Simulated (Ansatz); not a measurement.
C10H16N2, SMILES `CN(C)c1ccc(N(C)C)cc1`, relaxed with RKS PBE0-D4/def2-TZVP in Ansatz 0.2.0 from a GFN2-xTB geometry. The force threshold is 0.005 eV/Å; the program also tests the step.

Charge 0, multiplicity 1.

Start:

```xyz
28

C    -3.228   -1.683   -0.815
N    -1.924   -2.038   -0.306
C    -1.469   -3.374   -0.612
C    -0.971   -1.030   -0.189
C    -1.328    0.321   -0.169
C    -0.392    1.320    0.012
C     0.966    1.038    0.175
N     1.913    2.054    0.298
C     1.454    3.355    0.726
C     3.246    1.694    0.719
C     1.323   -0.311    0.152
C     0.388   -1.311   -0.030
H    -3.729   -1.007   -0.121
H    -3.183   -1.203   -1.802
H    -3.837   -2.581   -0.898
H    -2.329   -4.036   -0.685
H    -0.834   -3.744    0.195
H    -0.907   -3.428   -1.555
H    -2.356    0.619   -0.291
H    -0.747    2.337    0.016
H     2.310    4.017    0.840
H     0.912    3.321    1.680
H     0.800    3.789   -0.031
H     3.691    1.010   -0.005
H     3.864    2.590    0.748
H     3.270    1.222    1.711
H     2.351   -0.611    0.274
H     0.744   -2.328   -0.039
```

**Question.** By how much does the energy fall, and how many steps does the optimiser take? (Estimate.)

**Answer.** Ansatz gave: 0.02 eV, in 9 steps.

**Question.** Which bonds change most? (An estimate is asked.)

**Answer.** Ansatz gave: N8–C9 from 1.445 to 1.438 Å; C1–N2 from 1.444 to 1.438 Å; N2–C3 from 1.444 to 1.438 Å; N8–C10 from 1.444 to 1.438 Å.

**Question.** Give the relaxed structure. (Best estimate.)

**Answer.** Computed: 
```xyz
28

C    -3.227   -1.679   -0.779
N    -1.919   -2.044   -0.306
C    -1.456   -3.360   -0.657
C    -0.971   -1.035   -0.173
C    -1.330    0.316   -0.145
C    -0.392    1.317    0.034
C     0.970    1.036    0.174
N     1.918    2.044    0.307
C     1.456    3.360    0.661
C     3.228    1.679    0.775
C     1.329   -0.316    0.146
C     0.392   -1.317   -0.033
H    -3.712   -0.982   -0.091
H    -3.214   -1.213   -1.778
H    -3.850   -2.572   -0.826
H    -2.311   -4.033   -0.718
H    -0.786   -3.756    0.110
H    -0.923   -3.390   -1.621
H    -2.365    0.610   -0.256
H    -0.745    2.339    0.055
H     2.311    4.033    0.722
H     0.923    3.388    1.625
H     0.785    3.757   -0.105
H     3.711    0.984    0.083
H     3.851    2.572    0.823
H     3.218    1.211    1.773
H     2.365   -0.609    0.257
H     0.745   -2.339   -0.055
```
